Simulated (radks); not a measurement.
All-electron atom: Ru II in [Kr] 4d6.5 5s0.5 (fractional occupations, a model configuration).

Calculated with a radial shooting solver on a logarithmic mesh with Libxc functionals: scalar-relativistic Kohn-Sham, PBE, spin-unpolarised, spherical densities, finite nucleus; Fermi nuclear charge, rms radius 4.4809 fm.

Energy parts (eV):
total: -123277.514
kinetic: 127476.896
electron-nucleus: -296992.760
Hartree: 49860.739
exchange-correlation: -3622.389

Orbitals (lengths in bohr, moments of r in powers of bohr; <r^-3> diverges for s and p1/2; r(max) is where P^2 peaks):
| orbital | occ. | eigenvalue (eV) | <r^-3> | <r^2> | r(max) |
|---|---|---|---|---|---|
| 1s | 2 | -21946.03 | - | 0.001510 | 0.02172 |
| 2s | 2 | -3163.355 | - | 0.02501 | 0.1229 |
| 2p | 6 | -2834.143 | 3000 | 0.01969 | 0.09824 |
| 3s | 2 | -564.7145 | - | 0.1856 | 0.3616 |
| 3p | 6 | -456.5111 | 514.7 | 0.1888 | 0.3549 |
| 3d | 10 | -282.4038 | 69.35 | 0.1767 | 0.3011 |
| 4s | 2 | -85.6087 | - | 1.174 | 0.9143 |
| 4p | 6 | -55.6099 | 78.73 | 1.452 | 0.9824 |
| 4d | 6.5 | -13.9365 | 5.674 | 3.130 | 1.204 |
| 5s | 0.5 | -11.1279 | - | 10.23 | 2.562 |

The highest occupied level is 5s at -11.128 eV. Summed over all electrons, <r^2> = 39.97 bohr^2, which gives a Langevin (diamagnetic) susceptibility term of -31.7 x 10^-6 cm^3/mol.
